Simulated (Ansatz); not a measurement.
Correlation energies of C4H11BO, SMILES `CCB(O)CC` by basis set

```xyz
17

C    -1.662   -0.021    1.162
C    -0.908   -1.213    0.582
B     0.376   -0.894   -0.269
O     1.385   -1.811   -0.198
C     0.537    0.394   -1.172
C     1.187    1.541   -0.387
H    -1.064    0.502    1.913
H    -2.592   -0.328    1.646
H    -1.922    0.707    0.390
H    -1.577   -1.755   -0.107
H    -0.664   -1.937    1.365
H     2.123   -1.603   -0.778
H     1.150    0.172   -2.055
H    -0.435    0.727   -1.550
H     0.582    1.827    0.476
H     2.175    1.261   -0.012
H     1.312    2.431   -1.008
```

Total charge 0; spin multiplicity 1. The geometry is a stationary point of PBE0-D4/def2-TZVP. It is one conformer, not always the lowest. Frozen core, restricted reference, Ansatz. CBS rows extrapolate triple and quadruple zeta; past MP2 they add the triple-zeta difference.

| basis | HF (Eh) | MP2 corr. |
| --- | --- | --- |
| def2-SVP | -257.30430 | -0.84985 |
| def2-TZVPP | -257.59307 | -1.04781 |
| def2-QZVPP | -257.60531 | -1.11755 |

Estimate the CCSD correlation energy and the (T) correction in each basis where they were run (hartree).


```csv
basis,CCSD corr.,(T)
def2-SVP,-0.92104,-0.02572
def2-TZVPP,-1.10568,-0.04202
CBS(def2),-1.22708,as TZ
```
